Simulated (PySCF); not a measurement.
Pb: ionisation energy

Pb [Xe] 4f14 5d10 6s2 6p2 (3P) → Pb⁺ [Xe] 4f14 5d10 6s2 6p1 (2P), as a difference of total energies. Computed with PySCF 2.14 in aug-cc-pVTZ-PP with ECP60MDF (6s5p4d2f, 55 functions), with a scalar-relativistic core potential. Correlated levels: valence: 5s2 5p6 5d10 frozen. The calculations carry no spin-orbit coupling.

```json
{"method": "UHF", "ionisation energy (eV)": "6.567", "difference from reference (eV)": "-0.850"}
{"method": "MP2 (valence)", "ionisation energy (eV)": "6.832", "difference from reference (eV)": "-0.585"}
{"method": "SCS-MP2 (valence)", "ionisation energy (eV)": "6.769", "difference from reference (eV)": "-0.648"}
{"method": "CCSD (valence)", "ionisation energy (eV)": "6.868", "difference from reference (eV)": "-0.549"}
{"method": "CCSD(T) (valence)", "ionisation energy (eV)": "6.886", "difference from reference (eV)": "-0.531"}
```

Reference: 7.417 eV (measured; NIST Atomic Spectra Database, ionization energies).

Spin-orbit coupling is strong in these open shells (close to jj coupling). The scalar numbers leave it out and a first-order estimate fails, so it can dominate the gap to the real levels.

Errors of the correlated levels include the incompleteness of this basis and the frozen core.
